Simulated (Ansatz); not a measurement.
The cluster Si₂W⁻. Total charge -1; doublet. Geometry r2SCAN-D4/def2-TZVP, that of the neutral singlet; atoms count from 1.

```
atom    x (Å)    y (Å)    z (Å)
  W1   0.8674   0.3019  -0.8332
 Si2   0.1009   0.6102   1.2490
 Si3  -0.9683  -0.9121  -0.4158
```

In the def2 sets W takes a core potential; there is no spin–orbit coupling. The charge -1 doublet is spin-contaminated (final ⟨S²⟩ up to 0.85, 0.75 for a pure state). The highest occupied level of the charge -1 doublet lies above zero (up to 0.06 eV). It is a level of β spin, whose loss leaves a triplet; that state wasn't run at this geometry and level. The electron is either unbound and held by the finite basis, or the level is raised by self-interaction error. The structure comes from a short search, and lower isomers may exist.

Question: Estimate the Mulliken populations from the PBE0/def2-TZVPD orbitals of Ansatz.

Answer: 
```csv
atom,charge (e),spin (α − β),d electrons
W1,-0.40,1.63,5.00
Si2,-0.30,-0.31,–
Si3,-0.30,-0.31,–
```
Mulliken values and Mayer orders depend strongly on the basis. With diffuse functions, as here, like atoms can get unlike values, and bond orders can come out too low or too high.

Question: Where does the spin sit?

Answer: Summed by element: W 1.63, Si -0.63, of 1 unpaired in all. Largest on single atoms: W1 1.63, Si2 -0.31, Si3 -0.31.

Question: And the Mayer bond orders between bonded heavy atoms (over 0.3)?

Answer: W1–Si2 2.19 (2.24 Å); W1–Si3 2.19 (2.24 Å); Si2–Si3 0.60 (2.50 Å).
